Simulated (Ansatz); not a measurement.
## Nudged elastic band run: AlH₇N₂OSi

Input:

```yaml
crystal:
  periodic: [false, false, false]
  atoms:
    - { symbol: "N", position_ang: [-1.939738, 0.70944, 1.617258] }
    - { symbol: Si, position_ang: [-0.706991, -0.512818, 1.261183] }
    - { symbol: Al, position_ang: [0.619708, -0.00486, -0.746092] }
    - { symbol: "N", position_ang: [2.025336, -0.932802, -1.353677] }
    - { symbol: O, position_ang: [0.066577, 1.407845, -1.578187] }
    - { symbol: H, position_ang: [-1.550099, 1.634267, 1.834718] }
    - { symbol: H, position_ang: [-2.615655, 0.845352, 0.856092] }
    - { symbol: H, position_ang: [0.168277, -0.623489, 2.488323] }
    - { symbol: H, position_ang: [-1.421425, -1.837915, 1.124337] }
    - { symbol: H, position_ang: [2.386308, -1.772754, -0.894318] }
    - { symbol: H, position_ang: [2.589348, -0.730211, -2.18303] }
    - { symbol: H, position_ang: [0.455353, 1.762646, -2.392608] }
basis:
  gaussian: { orbitals: def2-SVP }
hamiltonian:
  xc: pbe
  dispersion: d4
neb:
  order_check: false
  images: 7
  f_tol: 0.5
  max_iterations: 60
  initial_path: idpp
  final_atoms:
    - { symbol: "N", position_ang: [-1.55586786, 0.95787127, 1.55264681] }
    - { symbol: Si, position_ang: [-0.78841325, -0.57469013, 1.15407282] }
    - { symbol: Al, position_ang: [0.60375065, -0.03280917, -0.77641306] }
    - { symbol: "N", position_ang: [2.12179345, -0.85044973, -1.24617544] }
    - { symbol: O, position_ang: [-0.0511878, 1.28256349, -1.68637109] }
    - { symbol: H, position_ang: [-1.87528168, 1.51092718, 0.75160587] }
    - { symbol: H, position_ang: [-2.26606915, 0.97748244, 2.29074337] }
    - { symbol: H, position_ang: [0.0101663, -1.03225559, 2.35352489] }
    - { symbol: H, position_ang: [-1.72390831, -1.74243861, 0.86801045] }
    - { symbol: H, position_ang: [2.53958545, -1.61529203, -0.71074473] }
    - { symbol: H, position_ang: [2.71120169, -0.6371127, -2.05423427] }
    - { symbol: H, position_ang: [0.3512295, 1.70090457, -2.46266662] }
```

Command:

```bash
$ ansatz run input.yaml --threads 2 --pin off --max-ram 3072MiB --backend cpu --events-out ev --progress --plain --runs-dir out
```

Output, in part (warnings, iteration lines, the closing report on the highest movable image, with atoms numbered from 0):

```
NEB end point (image 0): max|allowed force component| = 9.709e-3 eV/Å (the criterion of neb.relax_end_points is 1.000e-1)
NEB end point (image 8): max|allowed force component| = 1.068e-2 eV/Å (the criterion of neb.relax_end_points is 1.000e-1)
NEB iter   1: max|band force component| = 4.552e-1 eV/Å  barrier→ = 0.0648 eV  barrier← = 0.1161 eV  CI = image 4  Δτ_max = 0.0000 Å  (256 SCF iters)
Total energy: -19596.38112925 eV, -720.1537235958 hartree
Atom 0 at    -1.896282     0.751149     1.443794 Å, force    -0.339269    -0.034010    -0.130171 eV/Å
Atom 1 at    -0.843965    -0.619269     1.085303 Å, force    -0.001442     0.306141     0.449089 eV/Å
Atom 2 at     0.692675     0.021830    -0.693438 Å, force     0.015204    -0.000530    -0.100005 eV/Å
Atom 3 at     2.224971    -0.801997    -1.099002 Å, force     0.036398    -0.018291    -0.008566 eV/Å
Atom 4 at     0.156845     1.408796    -1.574793 Å, force     0.012404     0.028836     0.014562 eV/Å
Atom 5 at    -1.661515     1.688678     1.111666 Å, force     0.185138    -0.068404    -0.140183 eV/Å
Atom 6 at    -2.908233     0.637161     1.365373 Å, force    -0.073476    -0.114000     0.019089 eV/Å
Atom 7 at    -0.145043    -0.933790     2.392406 Å, force     0.188873    -0.286461    -0.128683 eV/Å
Atom 8 at    -1.630617    -1.875702     0.740611 Å, force    -0.043518     0.206520     0.018074 eV/Å
Atom 9 at     2.576177    -1.617964    -0.591726 Å, force     0.012163     0.002696    -0.002870 eV/Å
Atom 10 at     2.882736    -0.550528    -1.840719 Å, force     0.005663    -0.011530    -0.002366 eV/Å
Atom 11 at     0.629248     1.836335    -2.305476 Å, force     0.001861    -0.010968     0.012029 eV/Å
Dipole moment:     0.282641     0.065735    -0.426458 e Å
```

The run converged. The threshold of 0.5 eV/Å is loose, so the images may lie well off the minimum-energy path. The order of the stationary point at the top wasn't checked. Another band between the same ends, with other settings, climbed to 0.003 eV only, so this may not be the lowest route.

Final band (atoms are numbered from 1 in the order of the input):

```tsv
image	path coordinate (Å)	energy (kcal/mol)	dihedral H7–N1–Si2–Al3 (°)
0	0.00	0.0	59
1	0.29	0.3	74
2	0.57	1.0	90
3	0.87	1.5	106
4	1.16	1.5	122
5	1.46	1.0	138
6	1.76	0.1	151
7	2.04	-0.7	163
8	2.33	-1.2	175
```

Time of the run: 11 s on 2 threads of Intel(R) Xeon(R) 6975P-C (Granite Rapids), with other jobs on the host, peak memory 0.18 GiB.
